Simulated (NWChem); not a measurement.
System: C$_{3}$H$_{7}$N; SMILES C=CCN

```xyz
11

C      0.0197     1.8514    -0.2406
C      0.2753     0.6838     0.3505
C     -0.5302    -0.5662     0.1741
N      0.3291    -1.6887    -0.1523
H     -0.8266     1.9721    -0.9255
H      0.6405     2.7331    -0.0603
H      1.1377     0.5845     1.0213
H     -1.0255    -0.7949     1.1360
H     -1.3480    -0.3686    -0.5521
H      0.7327    -1.5643    -1.0789
H     -0.2036    -2.5549    -0.1781
```
Atoms are numbered in this order, from 1.

All runs use the structure optimised with PBE0/def2-SVP.

 States above −ε(HOMO) = 7.0 eV lie in this functional's continuum and hang on the basis.

**Question.** List the 4 lowest vertical singlet excitations from PBE0/def2-SVPD, TDA (NWChem).

**Answer.** 
```json
[
 {"state": "S1", "energy (eV)": "5.92", "oscillator strength": "0.020", "leading excitation (squared amplitude)": "HOMO → LUMO (0.93)"},
 {"state": "S2", "energy (eV)": "6.66", "oscillator strength": "0.010", "leading excitation (squared amplitude)": "HOMO → LUMO+1 (0.90)"},
 {"state": "S3", "energy (eV)": "7.31", "oscillator strength": "0.063", "leading excitation (squared amplitude)": "HOMO−1 → LUMO+1 (0.65)"},
 {"state": "S4", "energy (eV)": "7.48", "oscillator strength": "0.076", "leading excitation (squared amplitude)": "HOMO → LUMO+2 (0.52)"}
]
```
